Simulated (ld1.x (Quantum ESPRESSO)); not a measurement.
**Sr (Z = 38): one change to a TM potential, before and after**

* Element: Sr (Z = 38)
* Generator: ld1.x (Quantum ESPRESSO) 7.5
* Type: norm-conserving Troullier–Martins (Kleinman–Bylander form)
* Functional: PBE
* Relativity: scalar-relativistic
* Frozen core: [Kr]
* Valence charge: 2
* Reference configuration: 4d1 5s1 5p0
* Partial waves: 5s (bound): rc 3.75 bohr; 5p (bound, empty): rc 3.10 bohr; 4d (bound): rc 4.00 bohr
* Local potential: all-electron potential smoothed inside 3.95 bohr (lloc = -1)
* Core correction: none

Change: local potential all-electron potential smoothed inside 4.26 bohr (lloc = -1).

Cutoffs: the cutoffs (Ry, on a coarse ladder) from which the occupation-weighted sum of valence levels, in a spherical-Bessel basis at the reference potential, stays within 10 and 1 mRy of its value at 400 Ry; they do not see the model core or the augmentation charge, which bear on the density cutoff. Errors are all-electron minus pseudo energies relative to the spin-unpolarised reference configuration.

Q: How do hardness, ghosts and transferability respond?

A: Both files are so soft that the ladder of cutoffs tells neither apart; the bound ghost in p disappears; the number of tests that count goes from 7 to 5; the errors of the 5 common tests hardly move. In the separable form a ghost depends on how the local part lies against the semilocal potential of the channel, so the choice of the local part can create or remove one.

```csv
quantity,base,changed
"cutoff, loose",10 Ry,10 Ry
"cutoff, tight",12 Ry,12 Ry
bound ghosts,p,none
"tests counted (converged, no solver errors)",7 of 7,5 of 7
"error for 4d0 5s2 5p0, meV [ΔE -2.32 eV]",+108,+108
"error for 4d0 5s1 5p0, meV [ΔE 3.56 eV]",+169,+169
"error for 4d0 5s1.5 5p0, meV [ΔE 0.01 eV]",+130,+130
"error for 4d0.5 5s1.5 5p0, meV [ΔE -1.18 eV]",+21,+21
"error for 4d1 5s0 5p0, meV [ΔE 5.32 eV]",+72,+69
```

Changed file: Tests not counted: 4d0 5s0 5p1 (solver errors, printed error -1.3 eV); 4d0 5s0 5p2 (solver errors, printed error -6.9 eV). A true bound ghost makes a file unfit for plane-wave use even where its test errors are small: the radial tests pick states by their node count and pass the ghost by.
